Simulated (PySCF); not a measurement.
Excitation energy of Al⁺ by level of theory

Al⁺ [Ne] 3s2 (1S) → Al⁺ [Ne] 3d2 (3F), as a difference of total energies. Calculation: PySCF 2.14, in aug-cc-pV(Q+d)Z (7s6p5d3f2g, 89 functions); the non-relativistic Hamiltonian (point nucleus). Correlated levels: valence: [Ne] frozen. The calculations carry no spin-orbit coupling.

```tsv
method	excitation energy (cm⁻¹)
UHF	193020
MP2 (valence)	197960
SCS-MP2 (valence)	200210
CCSD (valence)	201010
```

The upper state lies above the first ionisation limit, where it may autoionise and the basis confines it.

The promoted electron is Rydberg-like, and one or two diffuse shells describe it only roughly, which tends to raise the upper state.

With two correlated electrons CCSD is exact in that space.
